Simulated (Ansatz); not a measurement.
Gas-phase electronic energies from Ansatz, PBE0-D4/def2-TZVP geometries. CBS: MP2 limit from def2 TZ/QZ plus the TZ coupled-cluster correction, frozen cores. This one scheme is used for every species, atoms too. DFT in def2-TZVPP. Open shells (•) are unrestricted, without spin–orbit coupling. Spin–orbit coupling would lower the free atoms: a little for C, O; strongly for I. def2 core potentials past Kr. For I outer-core shells are correlated without core-valence functions, so the limit isn't a true one: a few kJ/mol of doubt a bond, and 10 to 20 or more in all where bonds break to atoms. One conformer a species, not always the lowest.

Consider the atomization: `COCI` → 2 C• + 5 H• + I• + O•.

| species | revPBE-D4 energy (Eh) |
| --- | --- |
| `COCI` | -452.21379 |
| C• | -37.84560 |
| H• | -0.50412 |
| I• | -297.72263 |
| O• | -75.07119 |

**Question.** Work out ΔE.

**Answer.** ΔE = 5 × (-0.50412) + 2 × (-37.84560) + (-297.72263) + (-75.07119) − (-452.21379) = 1.20817 Eh = +3172.0 kJ/mol. CCSD(T)/CBS gives +3179.3 kJ/mol.

Largest T1 diagnostic among the species: 0.011.

From BLYP to BHLYP (50 % exact exchange), in def2-TZVPP and without D4, ΔE moves by −102.5 kJ/mol: exact exchange takes away binding that semilocal exchange gives to molecules. The D4 term adds +27.3 kJ/mol with B3LYP and +14.2 kJ/mol with PBE0; it sums over pairs of atoms, weighted by their polarisabilities, and B3LYP, whose exchange is more repulsive, gets the larger term.

B3LYP here is the variant with VWN-RPA as its local correlation; programs differ in this.

For atomizations the MP2-based limit and the directly extrapolated one differ by several kJ/mol either way, and by 10 to 25 for some Ge, Se and Sn compounds, so smaller differences from it don't rank the levels.
